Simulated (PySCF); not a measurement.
## How methods differ on the excitation energy of N

N [He] 2s2 2p3 (4S) → N [He] 2s1 2p4 (4P), as a difference of total energies. All numbers are calculated (PySCF 2.14, the non-relativistic Hamiltonian (point nucleus), in aug-cc-pwCVTZ). Correlated levels: valence: 1s2 frozen; valence and next inner shell: nothing frozen. The calculations carry no spin-orbit coupling.

Problem. Order these methods by the excitation energy they give, lowest first.
A. UHF
B. PBEsol
C. wB97M-V
D. TPSS

Solution. B (10.412 eV), D (10.594 eV), A (10.887 eV), C (10.988 eV).

Errors of the correlated levels include the incompleteness of this basis and the frozen core.

For comparison: 10.927 eV (measured; NIST levels, between the centres of gravity of the two terms).
